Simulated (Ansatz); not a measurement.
Ansatz results at the PBE0-D4/def2-TZVP geometry: HOMO energy (PBE0/def2-TZVPP) -9.48 eV; ideal-gas entropy at 298 K and 1 bar (rigid rotor, harmonic PBE0-D4/def2-TZVP) 365 J/(mol·K); zero-point energy (PBE0-D4/def2-TZVP) 166.7 kJ/mol.

Each molecule was computed in one conformer, which needn't be the lowest.

**Question.** Which molecule gave them?
A. `O[SiH]1C=C(F)N1`
B. `N#CC(O)(F)[SiH3]`
C. `CO[SiH](F)C#N`
D. `N[Si](N)([SiH3])Cl`

**Answer.** C. The others give `N#CC(O)(F)[SiH3]`: -9.37, 350, 150.3; `N[Si](N)([SiH3])Cl`: -7.33, 387, 209.6; `O[SiH]1C=C(F)N1`: -6.62, 327, 168.9.
